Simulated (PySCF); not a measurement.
Se(SH)(GeH3) (GeH4SSe), SMILES S[Se][GeH3].

The structure is a stationary point at PBE-D3(BJ)/def2-SVP. The structure was generated by enumeration, and PubChem lists no compound with its InChIKey, so it may never have been made. The values are those of a single conformer.

Calculation: PBE/def2-TZVPD in PySCF.

```json
{
 "total_energy": "-4878.33874 hartree",
 "highest_occupied_level": "-5.95 eV",
 "lowest_empty_level": "-2.65 eV",
 "orbital_gap": "3.30 eV",
 "dipole_moment": "1.28 D",
 "quadrupole, principal values (traceless, Buckingham form, about the centre of nuclear charge)": "-2.57, -1.37, 3.94 D·Å",
 "mean_static_polarisability": "89.7 bohr³ (13.29 Å³)",
 "polarisability_principal_values": "71.4, 85.2, 112.5 bohr³"
}
```
